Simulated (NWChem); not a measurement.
# BeH₂; SMILES [BeH2]

All runs: NWChem. The geometry was optimised at PBE0/def2-SVP. Static field.

| level | isotropic polarisability (bohr³) | anisotropy (bohr³) |
|---|---|---|
| PBE/aug-cc-pVDZ | 21.8 | 0.5 |
| B3LYP/aug-cc-pVDZ | 20.9 | 1.0 |
| LC-BLYP (range parameter 0.33 per bohr)/aug-cc-pVDZ | 21.2 | 0.9 |
| CAM-B3LYP/aug-cc-pVDZ | 20.7 | 0.9 |
